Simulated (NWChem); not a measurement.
Species: octafluoropropane (C3F8); SMILES FC(F)(F)C(F)(F)C(F)(F)F

```xyz
11

F     -1.3772    -1.1006     1.0073
C     -1.3168    -0.0047     0.2343
F     -1.3801     1.0851     1.0152
F     -2.3645    -0.0032    -0.6025
C      0.0000     0.0000    -0.5984
F     -0.0039     1.1049    -1.3816
F      0.0039    -1.1049    -1.3816
C      1.3168     0.0047     0.2343
F      1.3801    -1.0851     1.0152
F      2.3645     0.0032    -0.6025
F      1.3772     1.1006     1.0073
```
Atoms are numbered in this order, from 1.

Computed with NWChem. Geometry: optimised at PBE-D3(BJ)/def2-SVP. Not confirmed as a minimum by frequencies. Level: PBE0/def2-SVP with SMD (1 M gas to 1 M solution), gas-phase geometry.

Among these, which solvent gives the highest value of “cavity-dispersion-structure term (kcal/mol)”?
A. toluene
B. diethyl ether
C. anisole
D. water

D, water. Values: diethyl ether 1.5; toluene 1.9; anisole 2.6; water 6.5
